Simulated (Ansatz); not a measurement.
Consider the formal exchange of groups at the Al–N bond: `[NH2][Al]([NH2])[NH2]` + `CO[SiH2][SiH3]` → `[NH2][Al]([NH2])[SiH2][SiH3]` + `CON`.

Isolated molecules relaxed with PBE0-D4/def2-TZVP in Ansatz; ΔE leaves out vibrations. CCSD(T)/CBS is the MP2 limit (def2-TZVPP, def2-QZVPP) plus CCSD(T) − MP2 in def2-TZVPP, frozen cores. This one scheme is used for every species. Functionals use def2-TZVPP. B3LYP here is the variant with VWN-RPA as its local correlation; programs differ in this. Each species was taken in one conformer, which may not be the lowest.

| level | ΔE (eV) | difference from CCSD(T)/CBS |
| --- | --- | --- |
| LDA (SPW92) | 3.34 | -0.41 |
| PBE-D4 | 3.24 | -0.51 |
| revPBE-D4 | 3.25 | -0.50 |
| BLYP-D4 | 3.50 | -0.25 |
| r2SCAN-D4 | 3.60 | -0.15 |
| B3LYP-D4 | 3.64 | -0.11 |
| r2SCANh-D4 | 3.63 | -0.12 |
| PBE | 3.25 | -0.50 |
| r2SCANh | 3.64 | -0.11 |
| LC-ωPBE | 3.60 | -0.15 |
| RPA@PBE/def2-TZVPP | 3.50 | -0.25 |
| HF/def2-SVP | 3.67 | -0.08 |
| CCSD/def2-SVP | 3.35 | -0.40 |
| MP2/def2-TZVPP | 3.90 | 0.15 |
| CCSD/def2-TZVPP | 3.73 | -0.02 |
| CCSD/CBS(def2) | 3.82 | 0.07 |
| CCSD(T)/CBS | 3.75 | 0 |

Largest T1 diagnostic among the species: 0.012.

In def2-TZVPP, CCSD(T) changes the Hartree–Fock value by −0.35 eV (the triples alone add −0.07 eV) and MP2 by −0.11 eV. From BLYP to BHLYP (50 % exact exchange), in def2-TZVPP and without D4, ΔE moves by +0.36 eV. Leaving LDA and LC-ωPBE aside and taking each functional with its dispersion term where it has one, the values, not all of them listed here, spread over 0.58 eV, from PBE-D4 to BHLYP-D4. LDA lies +0.09 eV from PBE without D4.
